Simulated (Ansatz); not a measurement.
H3OSb (SMILES [OH][SbH2]) moved off its minimum; all values from Ansatz (an electronic-structure program), cores frozen in correlated methods. Elements past Kr take the def2 small-core potentials, without spin–orbit coupling.
(charge 0, multiplicity 1)
```xyz
5

Sb    -0.08646    -0.19639     0.16585
H     -1.63644    -0.03090    -0.85058
H      0.36377    -1.59919    -0.86489
O      0.80804     1.25246    -0.89646
H      1.38523     1.74071    -0.30457
```

Question: Give the forces (eV/Å), the total energy and the dipole at CCSD(T)/def2-TZVPPD.

Answer: 
| atom | Fx | Fy | Fz |
|---|---|---|---|
| Sb1 | -1.061 | -0.230 | -1.630 |
| H2 | 1.192 | -0.152 | 0.934 |
| H3 | -0.079 | 0.780 | 0.475 |
| O4 | -0.135 | -0.472 | 0.205 |
| H5 | 0.084 | 0.074 | 0.017 |
Energy -316.3049 hartree, dipole 2.11 D.
